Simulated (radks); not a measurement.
B+, configuration [He] 2s2. Calculated with a radial shooting solver on a logarithmic mesh with Libxc functionals: Dirac Kohn-Sham, Slater X-alpha with alpha = 0.883, spin-unpolarised, spherical densities, finite nucleus; Fermi nuclear charge, rms radius 2.406 fm.

X-ray form factor f0, the Fourier transform of the density (f0(0) = 4):

| sin(theta)/lambda (1/angstrom) | f0 (electrons) |
|---|---|
| 0.05 | 3.869 |
| 0.1 | 3.523 |
| 0.15 | 3.075 |
| 0.2 | 2.636 |
| 0.25 | 2.272 |
| 0.3 | 2.004 |
| 0.4 | 1.690 |
| 0.5 | 1.528 |
| 0.6 | 1.406 |
| 0.8 | 1.162 |
| 1 | 0.919 |
| 1.25 | 0.662 |
| 1.5 | 0.471 |
| 2 | 0.242 |
